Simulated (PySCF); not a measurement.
# Core-level binding energies of `C[SiH]1[SiH2][SiH2][SiH2]1`

Species: CH10Si4.
Bonds: C1–Si2, Si2–Si3, Si3–Si4, Si4–Si5, Si2–Si5. Hydrogens: H6, H7, H8 on C1; H9 on Si2; H10, H11 on Si3; H12, H13 on Si4; H14, H15 on Si5.

The calculation used delta-SCF UKS SCAN, pcX-2 on the ionised atom, pcseg-1 elsewhere, spin-free X2C (PySCF). Binding energies are ΔSCF values: E(core-ionised, relaxed orbitals) − E(ground state) at a fixed geometry, referred to the vacuum level.

Q: List the computed XPS lines with their assignment.

A: 
```json
{"atom(s)": "Si2", "environment": "SiH silicon", "level": "Si 2p3/2", "binding energy (eV)": "105.90", "2p1/2 (eV)": "106.52", "above the level's lowest (eV)": "0.00", "count": "1"}
{"atom(s)": "Si3/Si5", "environment": "SiH2 silicon", "level": "Si 2p3/2", "binding energy (eV)": "105.91", "2p1/2 (eV)": "106.53", "above the level's lowest (eV)": "+0.01", "count": "2"}
{"atom(s)": "Si4", "environment": "SiH2 silicon", "level": "Si 2p3/2", "binding energy (eV)": "105.97", "2p1/2 (eV)": "106.59", "above the level's lowest (eV)": "+0.07", "count": "1"}
{"atom(s)": "C1", "environment": "Si-methyl carbon", "level": "C 1s", "binding energy (eV)": "290.17", "2p1/2 (eV)": "–", "above the level's lowest (eV)": "0.00", "count": "1"}
{"atom(s)": "Si3/Si5", "environment": "SiH2 silicon", "level": "Si 1s", "binding energy (eV)": "1845.58", "2p1/2 (eV)": "–", "above the level's lowest (eV)": "0.00", "count": "2"}
{"atom(s)": "Si2", "environment": "SiH silicon", "level": "Si 1s", "binding energy (eV)": "1845.59", "2p1/2 (eV)": "–", "above the level's lowest (eV)": "+0.01", "count": "1"}
{"atom(s)": "Si4", "environment": "SiH2 silicon", "level": "Si 1s", "binding energy (eV)": "1845.64", "2p1/2 (eV)": "–", "above the level's lowest (eV)": "+0.06", "count": "1"}
```

The 3 Si 1s values lie within 0.06 eV of each other; Gaussian lines of 0.5 eV full width would blend them into one maximum.

The 3 Si 2p3/2 values lie within 0.07 eV of each other.

Q: Which effective nuclear charge Zeff reproduces each element's mean 1s value in the hydrogen-like formula E = 13.606 eV × Zeff²?

A: C (Z = 6): mean 290.2 eV, Zeff = 4.62, Z − Zeff = 1.38; Si (Z = 14): mean 1845.6 eV, Zeff = 11.65, Z − Zeff = 2.35. Means run over the listed sites, weighted by atom count.

Q: Give the binding energy of Si 1s of Si3/Si5 in hartree and in kJ/mol.

A: 1845.58 eV = 67.8238 Eh = 178071 kJ/mol.

Atoms equivalent by their bonding share one computed value, that of the first of them. The 2p values aren't plain energy differences: one relaxed spin-free 2p hole is combined with a matrix within the shell (ground-state 2p orbital-energy differences and spin–orbit coupling). 2p3/2, the mean of its two sublevels, lies a third of the splitting below the shell's mean and 2p1/2 two thirds above it; the statistical areas are 2:1. 2p1/2 minus 2p3/2 (ligand field included): Si 0.62 eV. Geometry: PBE0-D3(BJ)/def2-SVP, one conformer, isolated molecule.
